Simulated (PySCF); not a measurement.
**Radial density of I⁺ (iodine, charge +1)**

B2PLYP, [Kr] 4d10 5s1 5p5, high-spin 3P determinant (an excited configuration). Calculation: PySCF 2.14, in x2c-QZVPPall (13s9p7d4f1g, 112 functions); scalar relativity by spin-free X2C-1e.

| r (bohr) | 4πr²ρ (e/bohr) | 4πr²(ρα − ρβ) |
| --- | --- | --- |
| 0.0289 | 62.47 | 0.0140 |
| 0.0487 | 65.48 | 0.0395 |
| 0.0818 | 89.02 | 0.0527 |
| 0.138 | 66.15 | -0.0086 |
| 0.232 | 74.41 | 0.1332 |
| 0.389 | 37.08 | 0.0142 |
| 0.655 | 27.96 | 0.2589 |
| 1.10 | 13.20 | 0.2216 |
| 1.85 | 4.248 | 1.3617 |
| 3.12 | 1.244 | 0.2797 |
| 5.24 | 0.04165 | -0.0014 |
| 8.82 | 8.417e-05 | 0.0000 |

Densities and radii are taken from the X2C orbitals without a picture-change correction, which distorts them close to the nucleus.

Question: Where is the radial spin density 4πr²(ρα − ρβ) most negative, and why is it negative at all?

Answer: Around r = 0.138 bohr, down to -0.0086 e/bohr: exchange with the open shell polarises the paired shells in an unrestricted calculation.
